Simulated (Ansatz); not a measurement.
Ideal-gas functions of `O/C=[N]/[GaH2]` at 298.15 K and 1 bar, from an Ansatz frequency run at PBE0-D4/def2-TZVP.

Molar mass 115.77 g/mol, point group Cs (symmetry number 1), electronic degeneracy 1, moments of inertia 10.79, 297.346, 300.315 u Å². Harmonic wavenumbers (cm⁻¹, unscaled): 95, 124, 221, 394, 529, 609, 649, 716, 737, 1008, 1153, 1293, 1409, 1828, 2000, 2005, 3081, 3773.

Use S(trans) = R[1.5 ln M + 2.5 ln T − 1.1517]; rotational temperatures θ = 24.2544 K / I; S(rot) = R[ln(√π/σ · √(T³/θAθBθC)) + 1.5]; for each mode x = 1.438777 ν̃/T, S = R[x/(eˣ − 1) − ln(1 − e⁻ˣ)] and H = RT x/(eˣ − 1); 1 cm⁻¹ = 0.0119627 kJ/mol; R = 8.31446 J/(mol·K).

Question: By hand: the entropy, in J/(mol·K).

Answer: Translation 168.1. Rotation: θ = 2.2479, 0.0816, 0.0808 K, giving 105.8. Vibration, mode by mode: 14.87, 12.71, 8.16, 4.12, 2.47, 1.82, 1.56, 1.20, 1.11, 0.38, 0.21, 0.12, 0.07, 0.01, 0.01, 0.01, 0.00, 0.00, in all 48.8. Electronic 0.0. Sum 322.7 J/(mol·K).

Question: By hand: H − E and G − E in kJ/mol, counted from the electronic energy.

Answer: Zero-point energy ½ × 21624 × 0.0119627 = 129.3; thermal vibration 8.0; translation, rotation and pV give 4 RT = 9.9. H − E = 147.2 kJ/mol, and G − E = 147.2 − 298.15 × 322.7/1000 = 51.0 kJ/mol.

Vibration gives 15 % of the entropy, 27.6 J/(mol·K) of it from the modes under 150 cm⁻¹: soft modes count most, and the harmonic formula is weakest for them. The sum counts one conformer and one mirror image; others add a mixing term.
